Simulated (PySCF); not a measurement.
# From a computed spectrum to the compound

A species of 3 atoms with charge 1 has these harmonic modes (PBE0, small Gaussian bases with core potentials, PySCF 2.14.0):

```
cm⁻¹  km/mol  symmetry
 127    17.5        a1
 650   161.5        b2
 663    60.2        a1
```

(1) Which species is it, and in which structure?

## Answers

(1) [EuF2]+ (singlet in the valence; each metal's 4f electrons, 6 of them, lie in its core potential, out of spins and levels):
```xyz
3

Eu    0.0000    0.0000   -0.2253
F     1.5996    0.0000    0.9068
F    -1.5996    0.0000    0.9068
```
Ideal gas at 298.15 K and 1 bar: S = 303.5 J/(mol K), Cp = 49.0 J/(mol K), H − H(0 K) = 12.4 kJ/mol (rigid rotor, harmonic modes, spin degeneracy alone, that of the 4f electrons in the core included). An lcecp potential fixes the number of 4f electrons, so in runs with it no electron can move into or out of that shell.
 The answer isn't unique; the calculation gave this one.
